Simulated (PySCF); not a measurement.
SMILES C[Si](C)(C)/C=[CH]/[Al]([OH])[OH] at its GFN2-xTB optimised geometry (Å):

```
22

Si    -2.8866     1.6103     0.0022
C     -3.9628     1.6901     1.5791
C     -4.0171     1.6612    -1.5374
C     -1.6877     3.0934    -0.0327
C     -1.9301    -0.0291     0.0006
C     -0.6053    -0.1615     0.0000
Al     0.2948    -1.9262     0.0000
O      1.9421    -1.9262     0.0000
O     -0.6490    -3.2769     0.0003
H     -3.3535     1.6494     2.4771
H     -4.6618     0.8603     1.6206
H     -4.5422     2.6079     1.6159
H     -4.7098     0.8251    -1.5445
H     -4.6056     2.5735    -1.5652
H     -3.4390     1.6146    -2.4554
H     -2.2263     4.0366    -0.0392
H     -1.0369     3.0956     0.8365
H     -1.0582     3.0712    -0.9171
H     -2.5274    -0.9355     0.0013
H      0.0087     0.7338    -0.0009
H      2.8866    -1.9527    -0.0002
H     -1.2106    -4.0366     0.0000
```

Method: CAM-B3LYP/def2-SVP in PySCF 2.14.0.

Map of the log10 of the electron density (e/bohr³), floored at −4 on the plane z = 0.8 Å:

```
|                             |
|                             |
|                             |
|       .:--:.                |
|       :=++=-:.              |
|    ..:-+***+=:              |
|  .:---=+##%#*=.             |
|  :=++=+*#%@@#+:             |
| .-+*****#%@@#=:             |
| .-+#%%%#####+-:             |
| .-+#%@@%#*++=-:.            |
| :=*#%@@%#*+=++=-.           |
| :=*##%####****+=.           |
| .-+****#%%####*=:           |
|  :-===+#%%%%%#*=:..         |
|   .::-+*#%%%%#*+==-:        |
|     .-+*##*###****+=:       |
|      :=++++*##**#%#*=:      |
|      .:-===+**##%@%#+-      |
|       ..:=+*##**#%#*+-      |
|         :=*%%#*****+-.      |
|         :+#%@#*+===-.       |
|         :+*%%#+-::.         |
|         :=***+=:.           |
|          -===-:             |
|          .::.               |
|                             |
|                             |
|                             |
```
Scale: ten equal steps from -4.00 (start of ' ') to -0.675 (end of '@'), in the order ' .:-=+*#%@'; x runs from -6.50 to 6.50, y from -6.50 (bottom) to 6.50 (top).
